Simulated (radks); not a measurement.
Results of a calculation; reference values are marked as such.
Correlation energies from several functionals, in hartree. Species: In+ [Kr] 4d10 5s2; S4+ [Ne] 3s2. Code: a radial shooting solver on a logarithmic mesh with Libxc functionals. Model: non-relativistic Kohn-Sham, exchange-only B88, spin-polarised, spherical densities, point nucleus. Every spin shell is full or empty, so the densities are truly spherical. Functionals are evaluated on that one density, not self-consistently.

functional,In+,S4+
PW92,-4.6138,-1.0298
VWN5,-4.6339,-1.0348
PZ,-4.6121,-1.0280
Wigner,-2.5710,-0.63344
PBE,-2.5663,-0.44775
PBEsol,-2.9058,-0.53264
P86,-2.9100,-0.51878
PW91,-2.7736,-0.50096
OP (B88),-2.3788,-0.50222
revTPSS,-2.6005,-0.46391
SCAN,-2.5683,-0.45502
r2SCAN,-2.5838,-0.45926
B95,-3.1292,-0.55414
Tao-Mo,-2.4796,-0.40848
